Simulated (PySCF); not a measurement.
## Structure revision by computed shifts

A compound C6H12OSi2 gives the data below (simulated from a calculation) and was assigned the structure `C#C[SiH2]O[SiH2]C1CCC1`.

$^{13}$C{$^{1}$H} NMR (computed): δ 112.7 (C), 82.0 (C), 5.5 (CH3), 2.8 (CH2), 2.0 (CH2), -2.9 (CH).

$^{1}$H NMR (400 MHz, computed): δ 5.05 (d, 1H), 5.04 (s, 3H), 1.92 (s, 3H), 0.64 (m, 1H), 0.61 (m, 1H), 0.54 (m, 1H), 0.37 (m, 1H), -0.23 (m, 1H).

Theory: shielding tensors at PBE0/pcSseg-1 (GIAO), geometry: PBE0-D3(BJ)/def2-SVP, in PySCF 2.14.0 with density-fitted response routines (isolated molecule, equivalent nuclei averaged, one computed conformer, non-relativistic).

δ = σ(ref) − σ, references computed at the same level: TMS for $^{1}$H, $^{13}$C.

(1) Compare with the shifts computed for the proposed structure, pairing carbons in order of shift.

(2) Which isomer fits?

## Answers

(1) Numbering as in the mapped SMILES `[CH:1]#[C:2][SiH2:3][O:4][SiH2:5][CH:6]1[CH2:7][CH2:8][CH2:9]1` (H(Xn): hydrogen on atom n).

```csv
atom,computed for proposal,given list,difference
C1,104.7,112.7,-8.0
C2,87.9,82.0,+5.9
C8,25.5,5.5,+20.0
C7,24.8,2.8,+22.0
C9,24.8,2.0,+22.8
C6,21.9,-2.9,+24.8
```

The rms difference is 18.8 ppm and the largest +24.8 ppm at C6 (sp3 CH bonded to Si). The proposal also would give 5 carbon signals, not 6. The carbon types in order of shift don't match either: CH, C, CH2, CH2, CH2, CH for the proposal against C, C, CH3, CH2, CH2, CH in the data. The proposal doesn't fit.

(2) SMILES CC#C[Si@H](O[SiH3])C1CC1.

1. Carbon types of the structure: 2 × C, 1 × CH, 2 × CH2, 1 × CH3, leaving 4 H on heteroatoms.
2. δC 112.7, 82.0: alkyne carbon.
3. δC 5.5: propargylic methyl carbon; saturated and bonded to C and H only.
4. δC 2.8, 2.0, -2.9: three-membered-ring carbon; carbons of three-membered rings are unusually shielded.
5. δH 0.64, 0.61, 0.54, 0.37, -0.23: hydrogen on a three-membered-ring carbon; cyclopropane-type protons are shielded by the ring.

This is the structure that produced the data.

Shifts are as computed. Against solution values, carbons near 30 ppm lie about +2 ppm off and those near 130 ppm about +5 ppm. Of 1309 compounds with measured shifts, 239 miss one by over three times the rms of a fit or turn the order of signals round; such compounds aren't used in these exercises. Multiplicities follow the n + 1 count of equivalent neighbours, as no J values were calculated; m marks all less simple cases, F and P coupling included.
